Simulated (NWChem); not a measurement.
System: C3H3ClF2; SMILES FC(/C=C/Cl)F

The following NWChem deck was run.

```
start job
memory heap 200 mb stack 900 mb global 1100 mb
geometry units angstroms noautosym nocenter noautoz
  F     -0.960447     2.292885    -0.313425
  C     -0.063513     1.558706     0.385401
  F      1.152203     1.739094    -0.175206
  C     -0.461609     0.118731     0.367448
  C      0.359480    -0.836883    -0.061519
  Cl    -0.058578    -2.502010    -0.090022
  H     -0.027667     1.968396     1.412158
  H     -1.465802    -0.111871     0.733321
  H      1.366056    -0.621892    -0.427332
end
basis spherical
  F library pcsseg-1
  C library pcsseg-1
  Cl library pcsseg-1
  H library pcsseg-1
end
dft
  xc pbe0
  iterations 150
end
property
  shielding
end
task dft property
```

Output (shortened):

```
             Northwest Computational Chemistry Package (NWChem) 7.3.0
             --------------------------------------------------------

                             Geometry "geometry" -> ""
                             -------------------------

 Output coordinates in angstroms (scale by  1.889725989 to convert to a.u.)

  No.       Tag          Charge          X              Y              Z
 ---- ---------------- ---------- -------------- -------------- --------------
    1 F                    9.0000    -0.96044700     2.29288500    -0.31342500
    2 C                    6.0000    -0.06351300     1.55870600     0.38540100
    3 F                    9.0000     1.15220300     1.73909400    -0.17520600
    4 C                    6.0000    -0.46160900     0.11873100     0.36744800
    5 C                    6.0000     0.35948000    -0.83688300    -0.06151900
    6 Cl                  17.0000    -0.05857800    -2.50201000    -0.09002200
    7 H                    1.0000    -0.02766700     1.96839600     1.41215800
    8 H                    1.0000    -1.46580200    -0.11187100     0.73332100
    9 H                    1.0000     1.36605600    -0.62189200    -0.42733200

 Effective nuclear repulsion energy (a.u.)     276.9636505503

                              NWChem Property Module
                              ----------------------

  itol2e modified to match energy
  convergence criterion.

                                 NWChem DFT Module
                                 -----------------

 Summary of "ao basis" -> "ao basis" (spherical)
 ------------------------------------------------------------------------------
       Tag                 Description            Shells   Functions and Types
 ---------------- ------------------------------  ------  ---------------------
 F                          pcsseg-1                 7       17   3s3p1d
 C                          pcsseg-1                 7       17   3s3p1d
 Cl                         pcsseg-1                10       24   4s5p1d
 H                          pcsseg-1                 3        5   2s1p

  itol2e modified to match energy
  convergence criterion.

            General Information
            -------------------
          SCF calculation type: DFT
          Wavefunction type:  closed shell.
          No. of atoms     :     9
          No. of electrons :    56
           Alpha electrons :    28
            Beta electrons :    28
          Charge           :     0
          Spin multiplicity:     1
          Use of symmetry is: off; symmetry adaption is: off
          Maximum number of iterations: 150
          AO basis - number of functions:   124
                     number of shells:    54
          Convergence on energy requested:  1.00D-07
          Convergence on density requested:  1.00D-05
          Convergence on gradient requested:  5.00D-04

              XC Information
              --------------
                         PBE0 Method XC Functional
                     Hartree-Fock (Exact) Exchange  0.250
          PerdewBurkeErnzerhof Exchange Functional  0.750
            Perdew 1991 LDA Correlation Functional  1.000 local
           PerdewBurkeErnz. Correlation Functional  1.000 non-local

             Grid Information
             ----------------
          Grid used for XC integration:  fine
          Radial quadrature: Mura-Knowles
          Angular quadrature: Lebedev.
          Tag              B.-S. Rad. Rad. Pts. Rad. Cut. Ang. Pts.
          ---              ---------- --------- --------- ---------
          F                   0.50       70          12.0       590
          C                   0.70       70          11.0       590
          Cl                  1.00      123          12.0       770
          H                   0.35       60          12.0       590
          Grid pruning is: on
          Number of quadrature shells:   653
          Spatial weights used:  Erf1

[...]

          -----------------------------------------
          Chemical Shielding Tensors (GIAO, in ppm)
          -----------------------------------------

                                NWChem CPHF Module
                                ------------------

  scftype          =     RHF
  nclosed          =       28
  nopen            =        0
  variables        =     2688
  # of vectors     =        3
  tolerance        = 0.10D-03
  level shift      = 0.00D+00
  max iterations   =       50
  max subspace     =       30

 SCF residual:    2.1881839059298606E-005

Iterative solution of linear equations
  No. of variables     2688
  No. of equations        3
  Maximum subspace       30
        Iterations       50
       Convergence  1.0D-04

   iter   nsub   residual    time
   ----  ------  --------  ---------
     1      3    4.28D-01      93.4
     2      6    1.89D-02     101.6
     3      9    1.65D-03     109.9
     4     12    1.41D-04     118.2
     5     15    7.74D-06     126.6

      Atom:    1  F
        Diamagnetic
    478.9347     -9.6901      8.2793
     -9.6901    474.8460     -8.1815
      8.2793     -8.1815    470.8642

        Paramagnetic
   -123.0974     -3.5206    -43.9128
     -3.5206   -217.1966    -57.6961
    -43.9128    -57.6961   -177.6547

        Total Shielding Tensor
    355.8373    -13.2107    -35.6335
    -13.2107    257.6494    -65.8776
    -35.6335    -65.8776    293.2095

           isotropic =     302.2321
          anisotropy =     109.2487

          Principal Components and Axis System
                 1           2           3
              375.0646    331.2143    200.4173

      1         0.8296      0.5189      0.2062
      2         0.1993     -0.6201      0.7588
      3        -0.5215      0.5884      0.6179

      Atom:    2  C
        Diamagnetic
    242.3727      0.7916      0.1935
      0.7916    246.5933     -2.6301
      0.1935     -2.6301    230.1225

        Paramagnetic
   -154.9709     -5.0172      1.4474
     -5.0172   -181.7434     -6.1359
      1.4474     -6.1359   -172.6832

        Total Shielding Tensor
     87.4018     -4.2255      1.6409
     -4.2255     64.8499     -8.7659
      1.6409     -8.7659     57.4393

           isotropic =      69.8970
          anisotropy =      27.9421

          Principal Components and Axis System
                 1           2           3
               88.5251     69.5652     51.6008

      1         0.9703      0.2403      0.0278
      2        -0.2145      0.8018      0.5577
      3         0.1117     -0.5471      0.8296

      Atom:    3  F
        Diamagnetic
    487.9312      2.7775     -9.3106
      2.7775    468.5173     -2.6070
     -9.3106     -2.6070    468.2895

        Paramagnetic
   -121.1909    -29.7074     18.9940
    -29.7074   -182.7080    -69.5498
     18.9940    -69.5498   -139.3224

        Total Shielding Tensor
    366.7403    -26.9298      9.6835
    -26.9298    285.8092    -72.1568
      9.6835    -72.1568    328.9671

           isotropic =     327.1722
          anisotropy =     109.8260

          Principal Components and Axis System
                 1           2           3
              400.3896    350.9364    230.1907

      1         0.5947      0.7952      0.1182
      2        -0.5238      0.2718      0.8073
      3         0.6098     -0.5421      0.5782

      Atom:    4  C
        Diamagnetic
    254.1849     -4.0133     -5.5184
     -4.0133    275.6581      3.9460
     -5.5184      3.9460    243.2196

        Paramagnetic
   -238.8446    -63.5860     44.5622
    -63.5860   -257.2053      9.3760
     44.5622      9.3760   -126.4090

        Total Shielding Tensor
     15.3403    -67.5993     39.0438
    -67.5993     18.4528     13.3220
     39.0438     13.3220    116.8106

           isotropic =      50.2012
          anisotropy =     121.4836

          Principal Components and Axis System
                 1           2           3
              131.1903     78.1331    -58.7197

      1         0.3785     -0.5851      0.7172
      2        -0.1185      0.7379      0.6645
      3         0.9180      0.3365     -0.2100

      Atom:    5  C
        Diamagnetic
    248.5702     -1.0098     -4.5251
     -1.0098    277.1866      4.5825
     -4.5251      4.5825    239.0356

        Paramagnetic
   -235.1654    -59.1139     41.4130
    -59.1139   -280.1032      4.3115
     41.4130      4.3115   -118.9829

        Total Shielding Tensor
     13.4048    -60.1237     36.8878
    -60.1237     -2.9166      8.8940
     36.8878      8.8940    120.0528

           isotropic =      43.5136
          anisotropy =     133.3197

          Principal Components and Axis System
                 1           2           3
              132.3935    -60.8449     58.9924

      1         0.3349      0.6702      0.6624
      2        -0.0871      0.7220     -0.6864
      3         0.9382     -0.1722     -0.3002

      Atom:    6  Cl
        Diamagnetic
   1141.7620      2.5478      0.2668
      2.5478   1155.1614      0.4098
      0.2668      0.4098   1141.6477

        Paramagnetic
   -569.4734    121.1073     72.8227
    121.1073   -247.8186    -26.9377
     72.8227    -26.9377   -426.8097

        Total Shielding Tensor
    572.2886    123.6552     73.0895
    123.6552    907.3429    -26.5279
     73.0895    -26.5279    714.8380

           isotropic =     731.4899
          anisotropy =     324.8581

          Principal Components and Axis System
                 1           2           3
              948.0619    743.3375    503.0701

      1         0.3107      0.3307      0.8912
      2         0.9505     -0.0975     -0.2952
      3        -0.0107      0.9387     -0.3445

      Atom:    7  H
        Diamagnetic
     20.9612      0.3256      0.4984
      0.3256     25.5387      6.3623
      0.4984      6.3623     35.2182

        Paramagnetic
      2.6191     -0.8592     -0.6583
     -0.8592     -1.9007     -4.3492
     -0.6583     -4.3492     -7.1865

[...]
```

Level: PBE0/pcSseg-1, GIAO. Geometry: optimised at PBE0/def2-SVP. The printed shielding anisotropy is the first printed principal value minus the mean of the other two.
